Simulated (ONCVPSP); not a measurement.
u(r) = r·R(r): atom against pseudo-atom (aluminium (Al))

Columns: radius, all-electron u(r) and pseudo u(r) of the 3p shell (level -2.71 eV) of aluminium in the configuration [Ne] 3s2 3p1; PBE, scalar-relativistic, ONCV scheme, ONCVPSP 4.0.1.

```csv
r (bohr),all-electron,pseudo
0.100,-0.0731,0.0022
0.200,-0.1628,0.0090
0.300,-0.2084,0.0201
0.400,-0.2105,0.0356
0.500,-0.1814,0.0551
0.600,-0.1332,0.0783
0.700,-0.0744,0.1047
0.800,-0.0112,0.1340
0.900,0.0526,0.1657
1.000,0.1146,0.1994
1.100,0.1733,0.2343
1.200,0.2279,0.2699
1.300,0.2779,0.3053
1.400,0.3232,0.3399
1.500,0.3641,0.3732
1.600,0.4006,0.4049
1.700,0.4329,0.4345
1.800,0.4611,0.4614
1.900,0.4851,0.4852
2.000,0.5053,0.5053
2.100,0.5218,0.5218
2.200,0.5348,0.5348
2.300,0.5447,0.5447
2.400,0.5517,0.5517
2.500,0.5560,0.5560
2.600,0.5580,0.5580
```

Question: How many radial nodes do the two functions have?

Answer: The all-electron 3p function has n − l − 1 = 1; the pseudo-wave has 0, since the states of the same l below it are removed with the core.

Question: At about which radius was the pseudo-wave matched?

Answer: 2.00 bohr. The columns agree to 0.0005 from 1.80 bohr on; several derivatives are matched, so the curves merge somewhat inside the radius.

Question: Is the pseudo-wave norm-conserving?

Answer: Yes: the ONCV scheme keeps the norm inside the radius equal to the all-electron one, which fixes the energy derivative of the logarithmic derivative at the level.
